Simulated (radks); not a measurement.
Question: Isoelectronic series with 16 electrons, each ion in its NIST ground configuration. Method: Dirac Kohn-Sham, BLYP, spin-unpolarised, spherical densities, point nucleus; open shells fill j = l - 1/2 first; computed with a radial shooting solver on a logarithmic mesh with Libxc functionals. Total energies (hartree) and orbital eigenvalues (hartree):

ion    configuration  E (hartree)      3p3/2      3p1/2      3s1/2      2p3/2
S       [Ne] 3s2 3p4   -399.23425   -0.25087   -0.25400   -0.62840   -5.73661
Cl+     [Ne] 3s2 3p4   -461.12989   -0.70606   -0.71138   -1.17248   -7.49471
Ar2+    [Ne] 3s2 3p4   -527.81157   -1.29277   -1.30106   -1.84994   -9.52868
K3+     [Ne] 3s2 3p4   -599.27539   -2.00281   -2.01500   -2.65214  -11.82816
Ca4+    [Ne] 3s2 3p4   -675.52398   -2.83221   -2.84940   -3.57509  -14.38805
Sc5+    [Ne] 3s2 3p4   -756.56358   -3.77868   -3.80214   -4.61664  -17.20539
V7+     [Ne] 3s2 3p4   -933.05224   -6.01762   -6.05819   -7.05107  -23.60561
Cr8+    [Ne] 3s2 3p4  -1028.52368   -7.30849   -7.36031   -8.44280  -27.18639
Mn9+    [Ne] 3s2 3p4  -1128.83032   -8.71296   -8.77814   -9.95052  -31.02009
Fe10+   [Ne] 3s2 3p4  -1233.98642  -10.23071  -10.31161  -11.57419  -35.10628

Estimate the row of Ti6+ ([Ne] 3s2 3p4).

Answer: E (hartree) -842.40285; 3p3/2 -4.84080; 3p1/2 -4.87198; 3s1/2 -5.77555; 2p3/2 -20.27832.
